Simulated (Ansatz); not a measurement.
`B1CB[SiH2]1`. Charge 0, multiplicity 1.

Z-matrix (Å, degrees):
```
B
B 1 2.100
Si 1 2.039 2 57.4
C 1 1.562 2 46.0 3 140.0
H 1 1.193 2 153.4 3 -138.3
H 2 1.194 1 130.3 3 120.2
H 3 1.483 1 123.4 2 -116.2
H 3 1.486 1 109.2 2 109.5
H 4 1.150 1 72.0 2 -114.7
H 4 1.084 1 128.0 2 143.2
```

Problem. List the harmonic frequencies (cm⁻¹, unscaled) at PBE0-D4/def2-TZVP in Ansatz. (Best estimate.)

Solution. Ansatz gave: 295, 317, 383, 469, 544, 568, 630, 634, 732, 772, 800, 859, 907, 939, 976, 1095, 1150, 1366, 2222, 2244, 2637, 2642, 2656, 3196.

Problem. Is this a minimum?

Solution. Yes, all 24 modes are real.

Problem. Give the ideal-gas thermochemistry at 298.15 K and 1 bar (rigid rotor, harmonic oscillator; point group C1, symmetry number 1).

Solution. Zero-point energy 173.7 kJ/mol; H(298) − E = 190.4 kJ/mol; entropy 296.8 J/(mol·K), of which translation 161.4, rotation 102.9, vibration 32.5; G(298) − E = 101.9 kJ/mol.
